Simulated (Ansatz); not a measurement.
`O=C[O][SnH3]` + `N[SiH3]` → `[SiH3][NH][SnH3]` + `O=CO` at 700 K and 1 bar (ligand exchange at the Sn–O bond).

Calculated with Ansatz (gas phase, PBE0-D4/def2-TZVP geometries, no zero-point term in ΔE). CCSD(T)/CBS adds triple-zeta CCSD(T) − MP2 to the extrapolated MP2 energy (def2 sets, frozen cores). This one scheme is used for every species. def2 core potentials past Kr. For Sn outer-core shells are correlated without core-valence functions, which leaves a few kJ/mol of doubt a bond. One conformer a species, not always the lowest.

```csv
species,CCSD(T)/CBS energy (Eh),H − E (kJ/mol),S (J/(mol·K))
`O=C[O][SnH3]`,-404.83174,179.7,419.4
`N[SiH3]`,-346.80422,180.7,336.3
`[SiH3][NH][SnH3]`,-562.01692,236.8,478.4
`O=CO`,-189.60296,123.9,296.8
```

H − E and S are ideal-gas, rigid-rotor, harmonic terms from PBE0-D4/def2-TZVP, for one conformer and one mirror image of each species. 1 Eh = 2625.50 kJ/mol, R = 8.31446 J/(mol·K).

Problem. By hand: ΔE, ΔH, ΔS and ΔG.

Solution. ΔE = (-562.01692) + (-189.60296) − (-404.83174) − (-346.80422) = 0.01608 Eh = 42.2 kJ/mol. Δ(H − E) = 236.8 + 123.9 − 179.7 − 180.7 = 0.3, so ΔH = 42.5 kJ/mol. ΔS = 478.4 + 296.8 − 419.4 − 336.3 = 19.5 J/(mol·K). ΔG = 42.5 − 700 × (19.5)/1000 = 28.9 kJ/mol.

Problem. By hand: the equilibrium constant, and the temperature at which ΔG would vanish if ΔH and ΔS stayed fixed.

Solution. log₁₀ K = −ΔG/(RT ln 10) = -2.2. ΔG = 0 at ΔH/ΔS = 2179 K, though so small a ΔS makes that figure unsure.

ΔH outweighs TΔS. A doubt of 5 kJ/mol in ΔE shifts log₁₀ K by 0.4 here. Other conformers and mirror images would add mixing entropy, several J/(mol·K) or more a flexible species. Modes under 60 cm⁻¹, often nearly free rotors, make the harmonic entropy too high. These are equilibria of isolated gas molecules and say nothing of rates. Largest T1 diagnostic: 0.017 (customary marks: 0.02 for closed shells, 0.045 for open ones).
